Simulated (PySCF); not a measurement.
Correlation energy of Sb (antimony, neutral)

[Kr] 4d10 5s2 5p3, high-spin 4S determinant. Computed with PySCF 2.14 in cc-pVDZ-PP with ECP28MDF (4s3p2d, 23 functions), with a scalar-relativistic core potential. Frozen: 4s2 4p6 4d10; 5 electrons correlated.

MP2 pair energies summed by pair of shells (mhartree):

```
 pair  energy  share (%)
5s-5p  -29.85       64.7
5p-5p  -10.33       22.4
5s-5s   -5.95       12.9
```

Total MP2 correlation energy: -46.14 mhartree.

Same-spin part -12.54 and opposite-spin part -33.60 mhartree; SCS-MP2 scales them by 1/3 and 6/5 to -44.50 mhartree.

```
  level  correlation energy (mhartree)
   CCSD                         -58.98
    (T)                          -0.59
CCSD(T)                         -59.57
```

Diagnostics: T1 = 0.0031, D1 = 0.0084, largest double amplitude 0.059.

Question: Is a single reference adequate?

Answer: Yes, within this model without spin-orbit coupling: T1 lies below 0.03 and no double amplitude reaches 0.07.
